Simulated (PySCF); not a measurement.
Structure with atom numbers: `[CH3:1][PH:2][c:3]1[cH:4][cH:5][cH:6][c:7]([CH3:8])[cH:9]1` (H(Xn): hydrogen on atom n).

Computational details: PBE0/pcSseg-1 with gauge-including orbitals, coordinates at the GFN2-xTB level, in PySCF 2.14 (a single conformation, gas phase, relativity neglected, averaged over atoms made equivalent by symmetry, fast rotation or ring inversion).

Chemical shifts δ = σref − σ; $^{13}$C (186.93 ppm) vs TMS, all at this level.

Do the $^{13}$C shifts follow the atomic charges (in e)? Tabulate both.

## Answers


| atoms | hybridisation | δ (ppm) | σ para (ppm) | Hirshfeld | IAO | Mulliken | ESP-fitted |
| --- | --- | --- | --- | --- | --- | --- | --- |
| C3 | sp2 | 147.9 | -227 | -0.05 | -0.18 | -0.45 | +0.20 |
| C7 | sp2 | 143.4 | -219 | +0.01 | +0.02 | -0.33 | +0.39 |
| C9 | sp2 | 137.9 | -205 | -0.06 | -0.16 | +0.06 | -0.47 |
| C4 | sp2 | 134.8 | -201 | -0.06 | -0.16 | -0.02 | -0.05 |
| C5 | sp2 | 134.3 | -203 | -0.05 | -0.15 | -0.06 | -0.26 |
| C6 | sp2 | 133.3 | -198 | -0.06 | -0.16 | -0.02 | -0.27 |
| C8 | sp3 | 24.0 | -82 | -0.12 | -0.43 | -0.13 | -0.60 |
| C1 | sp3 | 13.9 | -79 | -0.17 | -0.60 | -0.49 | -0.12 |

Correlation coefficients of δ with charge over these carbons: Hirshfeld +0.89, IAO +0.93, Mulliken +0.33, ESP-fitted +0.43; with the paramagnetic shielding -1.00. Among the 6 sp2 carbons alone: Hirshfeld +0.45, IAO +0.29, Mulliken -0.90, ESP-fitted +0.72. With so few points, grouped by hybridisation, these coefficients are fragile. Charge is one influence among several: hybridisation and low-lying excitations act through the paramagnetic term.

Shifts are as computed. Against solution values, carbons near 30 ppm lie about +3 ppm off and those near 130 ppm about +5 ppm. Of 1211 compounds with measured shifts, 218 miss one by over three times the rms of a fit or turn the order of signals round; such compounds aren't used in these exercises.
